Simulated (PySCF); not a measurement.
FH8NSi3, SMILES N[SiH2][SiH2][SiH2]F.

Geometry: PBE-D3(BJ)/def2-SVP. This is a generated structure with no PubChem entry under its InChIKey; it may be hypothetical. One conformer was computed; it need not be the lowest.

The numbers are results of HF/def2-TZVP in PySCF, not measurements.

Q: Estimate the frontier levels, gap, dipole moment and polarisability. (The exact figures need the calculation; the answer reports its results.)

A: 
* **highest occupied level**: -10.21 eV
* **lowest empty level**: 2.33 eV
* **orbital gap**: 12.54 eV
* **dipole moment**: 0.665 e·Å
* **quadrupole, principal values (traceless, Buckingham form, about the centre of nuclear charge)**: -9.75, 2.21, 7.54 D·Å
* **mean static polarisability**: 85.1 bohr³ (12.61 Å³)
* **polarisability, principal values**: 75.2, 86.2, 93.8 bohr³
